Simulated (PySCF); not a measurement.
Point-charge models of `CN(C)c1ccpc(Cl)c1` against its computed dipole.

Coordinates (GFN2-xTB, Å) and charges (e) from the PBE0/pcSseg-1 density (PySCF):

```csv
atom,x,y,z,Mulliken,IAO,Hirshfeld,ESP-fitted
C1,-1.901,0.891,0.660,-0.0585,-0.3087,-0.0575,-0.3698
N2,-1.095,-0.106,-0.001,-0.7884,-0.1543,-0.0377,-0.0203
C3,-1.777,-1.184,-0.674,-0.0564,-0.3077,-0.0576,-0.3633
C4,0.270,-0.015,-0.011,+0.3342,+0.1223,+0.0612,+0.5302
C5,1.053,-1.091,-0.464,-0.1418,-0.1978,-0.0746,-0.6358
C6,2.424,-1.086,-0.506,-0.3491,-0.3584,-0.1049,+0.1218
P7,3.494,0.191,-0.019,+0.4873,+0.3031,+0.0252,-0.2359
C8,2.263,1.324,0.469,-0.4366,-0.2133,-0.0431,+0.2182
Cl9,2.855,2.851,1.054,-0.0738,-0.0341,-0.0453,-0.1019
C10,0.900,1.157,0.436,-0.0195,-0.2087,-0.0865,-0.4947
H11,-1.959,1.820,0.081,+0.1222,+0.1387,+0.0438,+0.1271
H12,-1.497,1.118,1.649,+0.1316,+0.1510,+0.0489,+0.1348
H13,-2.910,0.507,0.793,+0.1254,+0.1538,+0.0551,+0.1547
H14,-1.353,-1.348,-1.667,+0.1288,+0.1495,+0.0477,+0.1312
H15,-2.825,-0.923,-0.798,+0.1246,+0.1537,+0.0551,+0.1558
H16,-1.719,-2.120,-0.107,+0.1212,+0.1387,+0.0431,+0.1209
H17,0.554,-1.991,-0.790,+0.1039,+0.1479,+0.0420,+0.2227
H18,2.913,-1.980,-0.874,+0.1271,+0.1658,+0.0468,+0.1234
H19,0.301,1.993,0.761,+0.1181,+0.1585,+0.0382,+0.1809
```

Task: Compute μ = Σ q r for each scheme (1 e·Å = 4.803 D) and compare with the dipole of the full density.

Result: The full density gives (-5.36, -1.89, -0.62) D, 5.72 D in size; dipole vectors point from the negative to the positive end.

```
    scheme     μx     μy     μz  size (D)  share of the full size (%)  angle to the full dipole (°)
  Mulliken  -2.00  -2.05  -0.80      2.98                          52                            27
       IAO  -3.16  -1.44  -0.49      3.51                          61                             5
 Hirshfeld  -3.47  -1.01  -0.30      3.63                          63                             3
ESP-fitted  -5.36  -1.96  -0.65      5.74                         100                             1
```

Task: Which set comes closest?

Result: Length of the difference vector: ESP-fitted 0.07 D, Hirshfeld 2.11 D, IAO 2.25 D, Mulliken 3.36 D. Closest: ESP-fitted. The schemes that divide the density aren't constrained to reproduce the dipole.

Task: What is left for the Hirshfeld atoms' own dipoles?

Result: The Hirshfeld atoms' densities add up to the full density, so μ = Σ q r + Σ (atomic dipoles). The atomic dipoles sum to (-5.36, -1.89, -0.62) − (-3.47, -1.01, -0.30) = (-1.89, -0.88, -0.32) D, 2.11 D in size.

Task: With the origin at the mean of the coordinates, (-0.001, 0.000, 0.000) Å, which are the largest single terms, by size, of the Mulliken dipole along the direction of the full one?

Result: P7 -7.81, C8 +5.48, N2 -4.02, C6 +3.11, H15 +1.82 D; all 19 atoms together +2.64 D. The single terms depend on the origin, their sum doesn't.

Task: Give the size of the full dipole in other units.

Result: 5.72 D = 2.249 au = 1.190 e·Å = 19.07 × 10⁻³⁰ C·m.

Geometry: GFN2-xTB; no solvent, vibrations or thermal averaging.

Conformer computed: `[CH3:1][N:2]([CH3:3])[c:4]1[cH:5][cH:6][p:7][c:8]([Cl:9])[cH:10]1`: C1–N2–C4–C5 170°.
